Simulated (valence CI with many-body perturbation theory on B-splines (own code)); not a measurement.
E1 transitions of Sb17+

Computed by valence CI with perturbative core correlation (CI+MBPT): six valence electrons over a frozen Dirac-Fock core [Ar] 3d10, a basis of 9 s, 9 p, 8 d, 6 f, 3 g, 1 h functions for each j, with the one-electron correlation potential Σ1, the two-electron term Σ2, the three-electron term Σ3, Breit, model QED; selected CI, second order for the rest, scaled by the run's own slope (own B-spline code, finite nucleus).

No measured spectrum was set against this ion. As an estimate, levels hold to about 250 cm⁻¹ or 0.2 % of their energy and the worst to 1 %, as in measured heavy ions of charge 2 to 7; those with d or f electrons hold less well. Among the levels kept, up to 1100 cm⁻¹ of a level comes from second order outside the variational space, and about a tenth of that is noise between levels of different J, which matters for small intervals.

Lines 1 to 50 of 90 in falling wavelength, among levels below 101.04 eV, chosen from the strongest by gf and those to the six lowest levels. Wavelengths and rates use the calculated energies, so an error of 1000 cm⁻¹ moves a line at 36.36 nm by 0.36 % and its rate by three times that or more. Electric multipoles are in the length gauge, E1 and E2 with the static RPA response of the core. Weak lines are less certain than strong ones. Lines between different terms over intervals too small for the method are left out, as are lines whose strength nearly cancels. The highest levels of a list are the least certain.

Names give the largest LS component (configuration and term), which can be under half, so a name can repeat, a term be missing and a line seem to break the LS rules; names also repeat where a configuration has a term twice. Letters in brackets count levels of one name in rising energy.

```csv
λ vac (nm),Upper,Lower,A (s⁻¹),S (a.u.)
36.36,4s.4p5 3P°_1,4s2.4p4 1S_0,1.44e+08,1.03e-02
29.26,4s.4p5 3P°_2,4s2.4p4 1D_2,1.33e+09,8.21e-02
27.54,4s.4p5 3P°_2,4s2.4p4 3P_1,2.41e+09,1.24e-01
26.85,4s.4p5 1P°_1,4s2.4p4 1S_0,2.03e+09,5.82e-02
26.52,4s.4p5 3P°_1,4s2.4p4 1D_2,1.59e+09,4.40e-02
25.49,4s2.4p3.4d 5D°_1,4s2.4p4 1S_0,3.70e+07,9.08e-04
25.11,4s.4p5 3P°_1,4s2.4p4 3P_1,2.25e+09,5.27e-02
22.39,4s.4p5 3P°_2,4s2.4p4 3P_2,9.02e+09,2.50e-01
22.33,4s.4p5 3P°_1,4s2.4p4 3P_0,4.04e+09,6.66e-02
22.22,4s.4p5 3P°_0,4s2.4p4 3P_1,1.44e+10,7.77e-02
22.18,4s2.4p3.4d 3D°_1 [a],4s2.4p4 1S_0,1.30e+06,2.11e-05
21.08,4s.4p5 1P°_1,4s2.4p4 1D_2,2.39e+10,3.32e-01
20.92,4s2.4p3.4d 3D°_1 [b],4s2.4p4 1S_0,2.13e+08,2.89e-03
20.76,4s2.4p3.4d 5D°_2 [a],4s2.4p4 1D_2,2.46e+06,5.42e-05
20.75,4s.4p5 3P°_1,4s2.4p4 3P_2,1.31e+10,1.73e-01
20.56,4s2.4p3.4d 5D°_3,4s2.4p4 1D_2,2.26e+07,6.79e-04
20.23,4s2.4p3.4d 5D°_1,4s2.4p4 1D_2,2.15e+09,2.63e-02
20.17,4s.4p5 1P°_1,4s2.4p4 3P_1,1.34e+09,1.63e-02
19.88,4s2.4p3.4d 5D°_2 [a],4s2.4p4 3P_1,5.12e+06,9.93e-05
19.67,4s2.4p3.4d 5D°_0,4s2.4p4 3P_1,2.40e+09,9.03e-03
19.45,4s2.4p3.4d 5D°_2 [b],4s2.4p4 1D_2,3.57e+08,6.48e-03
19.39,4s2.4p3.4d 5D°_1,4s2.4p4 3P_1,3.59e+08,3.88e-03
19.26,4s2.4p3.4d 3P°_1 [a],4s2.4p4 1S_0,7.93e+08,8.39e-03
18.67,4s2.4p3.4d 5D°_2 [b],4s2.4p4 3P_1,3.21e+08,5.17e-03
18.40,4s2.4p3.4d 3G°_3,4s2.4p4 1D_2,7.33e+07,1.58e-03
18.34,4s.4p5 1P°_1,4s2.4p4 3P_0,6.65e+07,6.08e-04
18.08,4s2.4p3.4d 3D°_1 [a],4s2.4p4 1D_2,1.51e+08,1.32e-03
17.99,4s2.4p3.4d 3F°_2 [a],4s2.4p4 1D_2,1.49e+07,2.14e-04
17.78,4s2.4p3.4d 3P°_1 [b],4s2.4p4 1S_0,4.35e+07,3.62e-04
17.70,4s2.4p3.4d 3F°_3 [a],4s2.4p4 1D_2,1.31e+08,2.50e-03
17.69,4s2.4p3.4d 5D°_1,4s2.4p4 3P_0,9.67e+08,7.93e-03
17.49,4s2.4p3.4d 3D°_3 [a],4s2.4p4 1D_2,8.30e+07,1.54e-03
17.42,4s2.4p3.4d 3D°_1 [a],4s2.4p4 3P_1,1.29e+07,1.01e-04
17.33,4s2.4p3.4d 3S°_1,4s2.4p4 1S_0,1.05e+09,8.08e-03
17.33,4s2.4p3.4d 3F°_2 [a],4s2.4p4 3P_1,1.01e+08,1.29e-03
17.28,4s2.4p3.4d 1S°_0,4s2.4p4 3P_1,6.18e+08,1.57e-03
17.26,4s.4p5 1P°_1,4s2.4p4 3P_2,1.53e+09,1.17e-02
17.24,4s2.4p3.4d 3D°_1 [b],4s2.4p4 1D_2,5.24e+09,3.97e-02
17.05,4s2.4p3.4d 5D°_2 [a],4s2.4p4 3P_2,1.63e+09,1.99e-02
16.92,4s2.4p3.4d 5D°_3,4s2.4p4 3P_2,1.08e+09,1.80e-02
16.69,4s2.4p3.4d 5D°_1,4s2.4p4 3P_2,1.12e+10,7.71e-02
16.63,4s2.4p3.4d 3D°_1 [b],4s2.4p4 3P_1,7.48e+06,5.09e-05
16.46,4s2.4p3.4d 1P°_1,4s2.4p4 1S_0,4.63e+09,3.06e-02
16.41,4s2.4p3.4d 3F°_2 [b],4s2.4p4 1D_2,3.73e+08,4.06e-03
16.16,4s2.4p3.4d 5D°_2 [b],4s2.4p4 3P_2,1.27e+10,1.33e-01
16.10,4s2.4p3.4d 3P°_1 [a],4s2.4p4 1D_2,1.54e+10,9.52e-02
16.03,4s2.4p3.4d 3D°_1 [a],4s2.4p4 3P_0,2.29e+09,1.40e-02
15.86,4s2.4p3.4d 3F°_2 [b],4s2.4p4 3P_1,1.40e+09,1.38e-02
15.69,4s2.4p3.4d 3D°_2,4s2.4p4 1D_2,2.20e+07,2.09e-04
15.57,4s2.4p3.4d 3P°_1 [a],4s2.4p4 3P_1,1.01e+10,5.63e-02
```
